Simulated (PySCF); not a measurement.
Bond curve of BeGe

Set-up: Be aug-cc-pVDZ, Ge aug-cc-pVDZ-PP with ECP10; scalar-relativistic core potentials (PySCF 2.14). Energies in eV from Be + Ge in their ground configurations at the same level. State: ³Σ⁻ (triplet), unpaired electrons π ↑↑.

All columns are r²SCANh. A positive dipole means Be(−)Ge(+).

```json
{"R (Å)": "1.874", "E (eV)": "-1.139", "μ (D)": "-1.46", "Mulliken charge on Be (basis-dependent)": "-0.43", "HOMO (eV)": "-5.70", "LUMO (eV)": "-3.38", "Mayer bond order": "1.69", "⟨S²⟩": "2.17"}
{"R (Å)": "1.961", "E (eV)": "-1.433", "μ (D)": "-1.46", "Mulliken charge on Be (basis-dependent)": "-0.33", "HOMO (eV)": "-5.57", "LUMO (eV)": "-3.43", "Mayer bond order": "1.65", "⟨S²⟩": "2.20"}
{"R (Å)": "2.048", "E (eV)": "-1.592", "μ (D)": "-1.46", "Mulliken charge on Be (basis-dependent)": "-0.24", "HOMO (eV)": "-5.46", "LUMO (eV)": "-3.47", "Mayer bond order": "1.58", "⟨S²⟩": "2.22"}
{"R (Å)": "2.114", "E (eV)": "-1.645", "μ (D)": "-1.47", "Mulliken charge on Be (basis-dependent)": "-0.19", "HOMO (eV)": "-5.38", "LUMO (eV)": "-3.49", "Mayer bond order": "1.52", "⟨S²⟩": "2.23"}
{"R (Å)": "2.179", "E (eV)": "-1.657", "μ (D)": "-1.48", "Mulliken charge on Be (basis-dependent)": "-0.14", "HOMO (eV)": "-5.31", "LUMO (eV)": "-3.50", "Mayer bond order": "1.45", "⟨S²⟩": "2.25"}
{"R (Å)": "2.244", "E (eV)": "-1.635", "μ (D)": "-1.49", "Mulliken charge on Be (basis-dependent)": "-0.10", "HOMO (eV)": "-5.25", "LUMO (eV)": "-3.51", "Mayer bond order": "1.38", "⟨S²⟩": "2.26"}
{"R (Å)": "2.332", "E (eV)": "-1.571", "μ (D)": "-1.53", "Mulliken charge on Be (basis-dependent)": "-0.05", "HOMO (eV)": "-5.17", "LUMO (eV)": "-3.51", "Mayer bond order": "1.29", "⟨S²⟩": "2.28"}
{"R (Å)": "2.441", "E (eV)": "-1.452", "μ (D)": "-1.58", "Mulliken charge on Be (basis-dependent)": "0.00", "HOMO (eV)": "-5.08", "LUMO (eV)": "-3.49", "Mayer bond order": "1.17", "⟨S²⟩": "2.29"}
{"R (Å)": "2.571", "E (eV)": "-1.279", "μ (D)": "-1.65", "Mulliken charge on Be (basis-dependent)": "0.04", "HOMO (eV)": "-5.00", "LUMO (eV)": "-3.46", "Mayer bond order": "1.04", "⟨S²⟩": "2.29"}
{"R (Å)": "2.745", "E (eV)": "-1.037", "μ (D)": "-1.74", "Mulliken charge on Be (basis-dependent)": "0.07", "HOMO (eV)": "-4.90", "LUMO (eV)": "-3.40", "Mayer bond order": "0.88", "⟨S²⟩": "2.29"}
```

A fit through these points gives, at Re = 2.166 Å, μ = -1.47 D and dμ/dR = -0.199 D/Å; the reduced mass is 8.033 u.

Problem. How strong is the fundamental in the double-harmonic approximation, I = 42.26·(dμ/dR)²/μred km/mol?

Solution. I = 42.26·(-0.199)²/8.033 = 0.208 km/mol at r²SCANh.

⟨S²⟩ of the unrestricted solution departs from its pure value on part of the curve, where spin states mix. Spin–orbit coupling is left out. The state is the lowest determinant that a PBE0 search found; another state may lie lower at other levels.
